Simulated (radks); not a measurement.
Results of a calculation; reference values are marked as such.
Problem. The iridium ion Ir2+ is in [Xe] 4f14 5d7. Level of theory: scalar-relativistic Kohn-Sham, r2SCAN, spin-polarised, spherical densities, finite nucleus; meta-GGA in the generalised Kohn-Sham scheme; Fermi nuclear charge, rms radius of each element as measured or else 0.836 A^(1/3) + 0.57 fm (a radial shooting solver on a logarithmic mesh with Libxc functionals). Open shells are filled with parallel spins first. One electron is removed from 5p, 4f, 5d, 5s in turn, with full relaxation. Which removal costs least, and what does each cost?

Solution. 5d 28.707 eV; 5p 79.657 eV; 4f 92.341 eV; 5s 124.15 eV. The 5d electron leaves first.
